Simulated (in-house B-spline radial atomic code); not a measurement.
Values are calculated unless marked as measured or tabulated.
**Correlation energy from the adiabatic connection: ω²r²/2 − Z/r, ω = 2.3, Z = 0.5**

Two electrons in a singlet, external potential ω²r²/2 − Z/r, ω = 2.3, Z = 0.5 (atomic units). Full CI in B-splines (partial waves to l = 8, correlation up to 0.6 % small) with the density held fixed gives W(λ) = <V_ee>_λ − U, and E_c is the integral of W(λ) − W(0) from 0 to 1.

```tsv
λ	W(λ) − W(0) (hartree)
0	0.00000
0.02	-0.00193
0.05	-0.00480
0.12	-0.01137
0.25	-0.02313
0.4	-0.03600
0.6	-0.05212
0.8	-0.06712
1	-0.08110
```

Integrate the table by the trapezoid rule.

The strips give -0.00002, -0.00010, -0.00057, -0.00224, -0.00443, -0.00881, -0.01192, -0.01482, which sum to -0.04292 hartree. The direct value, W(1) − W(0) + T_c with T_c = 0.03811, is -0.04299; the curve is convex, so chords lie above it and the trapezoids fall short in size by 0.16 %.

Now use only three numbers: W(0) = -1.2407, the initial slope W'(0) = -0.09694 (extrapolated from the first points) and the strong-coupling limit of the point-charge-plus-continuum model, W∞ = -1.7032. What do second-order theory and the interpolation W(λ) = W∞ + (W(0) − W∞)/√(1 + 2χλ) of Seidl, Perdew and Levy give?

Second order keeps the slope alone: E_c = W'(0)/2 = -0.04847, +13 % in size against -0.04299. Matching the slope fixes χ = W'(0)/(W∞ − W(0)) = -0.09694/(-0.46250) = 0.20960. Integrating, with s = √(1 + 2χ) = 1.191302, E_c = −(W(0) − W∞)(s − 1)/(s + 1) = −0.46250 × 0.191302/2.191302 = -0.04038 hartree, -6.1 % in size against the full result. At λ = 1 the formula gives W − W(0) = -0.07427 against -0.08110. Part of the miss can come from the model's W∞.
